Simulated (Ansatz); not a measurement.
Reaction (cleavage of the Si–Si bond): `[NH2][AlH][SiH2][SiH2]Cl` + `BNCC` → `BN(CC)[SiH2]Cl` + `[NH2][AlH][SiH3]`

Isolated molecules relaxed with PBE0-D4/def2-TZVP in Ansatz; ΔE leaves out vibrations. CCSD(T)/CBS is the MP2 limit (def2-TZVPP, def2-QZVPP) plus CCSD(T) − MP2 in def2-TZVPP, frozen cores. DFT in def2-TZVPP. B3LYP here is the variant with VWN-RPA as its local correlation; programs differ in this. One conformer a species, not always the lowest.

CCSD(T)/CBS gives -34.6 kJ/mol.

Q: Another level gave -29.8 kJ/mol. Which?
A. B2PLYP/def2-TZVPP
B. B3LYP-D4/def2-TZVPP
C. MP2/def2-TZVPP
D. PBE0/def2-TZVPP

A: B. B3LYP-D4 -29.8, PBE0 -16.6, MP2/def2-TZVPP -43.6, B2PLYP -34.2 kJ/mol.

Largest T1 diagnostic among the species: 0.013.

From PBE to PBE0 (25 % exact exchange), in def2-TZVPP and without D4, ΔE moves by −6.5 kJ/mol.
